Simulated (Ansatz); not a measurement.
Reaction (SMILES): O=BF → B atom + F atom + O atom
B3LYP-D3(BJ)/def2-TZVP geometries, fixed; electronic energies without zero-point terms.

The atomisation energy at MP2 with Ansatz (an electronic-structure program), in kcal/mol, split into its Hartree-Fock and correlation parts. Cores are frozen. Open shells are unrestricted. No added dispersion term, no relativity. Functions are those of the species that has most.

| basis | X | functions | Hartree-Fock | MP2 |
|---|---|---|---|---|
| cc-pVDZ | 2 | 42 | 241.81 | 347.27 |
| cc-pVTZ | 3 | 90 | 254.74 | 370.11 |
| cc-pVQZ | 4 | 165 | 255.79 | 376.72 |
| cc-pV5Z | 5 | 273 | 255.79 | 378.81 |

Worked estimate of the basis-set limit from each neighbouring pair, with Hartree-Fock from the larger set and the correlation part extrapolated as X^-3.
Correlation parts: X = 2: 105.46, X = 3: 115.37, X = 4: 120.93, X = 5: 123.02.
- (2,3): (27·(115.37) - 8·(105.46))/19 = 119.54; with Hartree-Fock 254.74 the estimate is 374.28 kcal/mol.
- (3,4): (64·(120.93) - 27·(115.37))/37 = 124.99; with Hartree-Fock 255.79 the estimate is 380.78 kcal/mol.
- (4,5): (125·(123.02) - 64·(120.93))/61 = 125.21; with Hartree-Fock 255.79 the estimate is 381.00 kcal/mol.
The last two estimates differ by 0.23 kcal/mol; the largest set lies 2.19 from the last. Over the last step Hartree-Fock moves by 0.00 and the correlation part by 2.09.
